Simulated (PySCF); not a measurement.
2-methylbut-2-ene (C₅H₁₀), SMILES CC(=CC)C. Geometry: B3LYP-D3(BJ)/def2-SVP.

Computed equilibrium geometry at B3LYP-D3(BJ)/def2-SVP (PySCF confirms it by a frequency run) as a Z-matrix, and its point group:
point group Cs.
```
C
C 1 1.3447
H 2 1.0976 1 116.85
C 2 1.4999 3 114.82 1 180.00
H 4 1.0989 2 113.20 3 180.00
H 4 1.1045 5 107.63 2 122.95
H 4 1.1045 5 107.63 6 114.09
C 1 1.5066 2 124.64 3 180.00
H 8 1.0977 1 113.42 2 0.00
H 8 1.1045 9 107.88 5 122.81
H 8 1.1045 9 107.88 10 114.38
C 1 1.5078 2 120.94 3 0.00
H 12 1.1000 1 112.05 2 0.00
H 12 1.1049 13 108.14 1 122.67
H 12 1.1049 13 108.14 14 114.66
```
